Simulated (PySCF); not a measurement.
## [Zr(Cl)(F)3] (charge 0, multiplicity 1)

Calculation: PySCF with TPSSh-D3(BJ)/def2-TZVP // r2SCAN-D4/def2-SVP.

```json
{
 "HOMO": "-9.22 eV",
 "dipole_moment": "0.16 D",
 "HOMO–LUMO gap": "6.95 eV",
 "LUMO": "-2.27 eV",
 "charge on the central atom (Mulliken)": "1.71 e",
 "total_energy": "-807.2746 Ha",
 "cost": "about 2.1 core-minutes (a rough figure)"
}
```

```xyz
5

Zr    -0.0017     0.0029    -0.0070
Cl    -0.4939     0.8952    -2.1250
F      0.5563     1.3820     1.1665
F     -1.5380    -0.8347     0.7197
F      1.3859    -1.2797    -0.1476
```
